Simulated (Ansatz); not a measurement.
A run for Ansatz (a quantum-chemistry and plane-wave program): R-wB97M-V/def2-TZVPP on BrHSe2 (SMILES [SeH][Se]Br), a point of a torsion scan.

Ansatz 0.2 input:
```yaml
crystal:
  periodic: [false, false, false]
  atoms:
    - {symbol: Se, position_ang: [-1.33842304, 0.54386183, 0.44947915]}
    - {symbol: Se, position_ang: [0.77956351, 0.92151624, -0.27565541]}
    - {symbol: Br, position_ang: [0.54365324, 2.39710734, -2.06267532]}
    - {symbol: H, position_ang: [-1.63599864, -0.61022507, -0.39902730]}
basis:
  gaussian:
    orbitals: def2-TZVPP
hamiltonian:
  xc: {name: wB97M-V}
scf: {lower_state_search: off}
```

The head of its log:

```
WARN ansatz: RAYON_NUM_THREADS=1 ignored (pool sized by the plan → 1); use --threads N
Functional definition: wB97M-V
these checks for a lower state are left out or cut short: stability, starts, cluster_reference, orbital_swaps, neighbouring_geometries, increment
integrals: 0.13 GiB planned
1257 factors; their error is unknown
integrals: 0.16 GiB planned
189 factors; integrals over basis functions are off by at most 4.7e-5 eV
mean field: 1.23 GiB planned
mean field evaluation 1: about -200750.0176 eV, gradient 1.6e1 eV
mean field evaluation 2: about -200750.3272 eV, gradient 1.2e1 eV
```

**Question.** Predict the final total energy.

**Answer.** -7377.4756 hartree.
